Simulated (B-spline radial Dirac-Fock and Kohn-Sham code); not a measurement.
**K-shell conversion coefficients of Cu against transition energy**

These are calculated numbers from a radial atomic solver; the model is a Dirac-Hartree-Slater potential of the neutral atom with a Latter tail (no hole, which puts coefficients of high multipoles low close above an edge), finite nucleus with surface currents. Subshells within 1 keV of threshold and pair formation are left out.

```csv
energy (keV),E2,E4,E5,M1,M2,M3
12.3,472,86600,1.16e+06,19.7,1390,33700
13,433,99700,1.49e+06,16.7,1120,28700
20,152,62000,1.25e+06,4.66,209,5750
21.8,117,47800,958000,3.62,149,4010
42.8,12.4,3010,46000,0.509,11.2,207
50,7.10,1430,19900,0.327,6.24,103
53.3,5.64,1050,14000,0.273,4.92,77.7
59.2,3.84,624,7770,0.203,3.33,48.6
99.1,0.563,44.7,386,0.0494,0.514,5.01
100,0.544,42.6,366,0.0483,0.498,4.82
106,0.437,31.5,259,0.0413,0.406,3.74
136,0.170,8.56,58.5,0.0214,0.171,1.29
200,0.0400,1.15,5.95,0.00793,0.0468,0.262
224,0.0263,0.645,3.07,0.00597,0.0324,0.167
500,0.00164,0.0140,0.0397,0.000889,0.00285,0.00849
652,0.000739,0.00470,0.0114,0.000494,0.00137,0.00352
657,0.000723,0.00456,0.0111,0.000486,0.00134,0.00343
694,0.000620,0.00369,0.00869,0.000432,0.00116,0.00288
771,0.000465,0.00249,0.00556,0.000345,0.000881,0.00207
852,0.000358,0.00174,0.00370,0.000280,0.000682,0.00153
855,0.000355,0.00172,0.00365,0.000278,0.000676,0.00151
1000,0.000241,0.00101,0.00201,0.000202,0.000458,0.000956
1020,0.000230,0.000950,0.00187,0.000194,0.000436,0.000903
1190,0.000162,0.000588,0.00108,0.000143,0.000302,0.000586
1280,0.000138,0.000474,0.000849,0.000124,0.000254,0.000481
1860,6.50e-05,0.000174,0.000275,6.19e-05,0.000111,0.000185
1960,5.90e-05,0.000153,0.000238,5.64e-05,9.95e-05,0.000163
2000,5.69e-05,0.000146,0.000225,5.44e-05,9.54e-05,0.000155
```

Problem. How fast do they fall between 1860 and 2000 keV?

Solution. As powers of the energy: E2 E^-1.85, E4 E^-2.44, E5 E^-2.73, M1 E^-1.78, M2 E^-2.10, M3 E^-2.40. Within one type (E or M) the higher multipoles fall faster.
